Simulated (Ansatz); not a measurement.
Nb(NH)Cl3 (NbNCl3H), relaxed as a singlet with RKS PBE0-D4/def2-SVP in Ansatz, starting from the GFN2-xTB geometry. Force threshold 0.02 eV/Å.

In the def2 sets Nb takes a core potential; there is no spin–orbit coupling.

Start:

```xyz
6

Nb    0.199   -0.044    0.264
N    -0.851    0.187   -1.131
H    -1.458    0.321   -1.939
Cl    2.002    1.236    0.189
Cl    0.924   -2.126    0.444
Cl   -0.815    0.425    2.173
```

```
step  energy (eV)  largest force component (eV/Å)  SCF passes
   1  -40603.6219                           2.299          28
   2  -40603.8929                           0.835          33
   3  -40603.9150                           0.283          32
   4  -40603.9161                           0.021          34
   5  -40603.9161                           0.010          26
```

Force components are those of the run's own axes.

End:

Cartesian coordinates in Å:
```
Nb 0.245 -0.054 0.325
N -0.780 0.172 -1.037
H -1.386 0.305 -1.843
Cl 2.033 1.352 0.051
Cl 0.877 -2.256 0.323
Cl -0.990 0.482 2.180
```

By distances, no bond broke or formed. The bond that changes most is Nb1–Cl6, from 2.21 to 2.29 Å (atoms count from 1).

No frequencies were taken in this run, so the end may be a saddle point.

Hardware: 4 threads of Arm Neoverse V1 on a shared host. Wall time 12 s.
